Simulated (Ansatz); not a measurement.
Reaction (redistribution): `BO[Si](C)(F)S` + `C=[CH][GeH3]` → `C[SiH](F)S` + `BO[C](=C)[GeH3]`

Program: Ansatz. Geometries: PBE0-D4/def2-TZVP. ΔE: electronic, gas phase. CCSD(T)/CBS is the MP2 limit (def2-TZVPP, def2-QZVPP) plus CCSD(T) − MP2 in def2-TZVPP, frozen cores. DFT in def2-TZVPP. For Ge outer-core shells are correlated without core-valence functions, which leaves a few kJ/mol of doubt a bond. Scalar relativity is left out up to krypton. One conformer a species, not always the lowest.

CCSD(T)/CBS gives +1.80 eV.

(1) Another level gave +1.79 eV. Which?
A. CCSD(T)/def2-TZVPP
B. PBE/def2-TZVPP
C. CCSD/def2-TZVPP
D. PBE0/def2-TZVPP

Largest T1 diagnostic among the species: 0.014.

Results:

(1) A. CCSD(T)/def2-TZVPP 1.79, PBE0 1.66, CCSD/def2-TZVPP 1.83, PBE 1.55 eV.

From PBE to PBE0 (25 % exact exchange), in def2-TZVPP and without D4, ΔE moves by +0.11 eV. In def2-TZVPP, CCSD(T) changes the Hartree–Fock value by −0.19 eV (the triples alone add −0.04 eV) and MP2 by −0.14 eV.
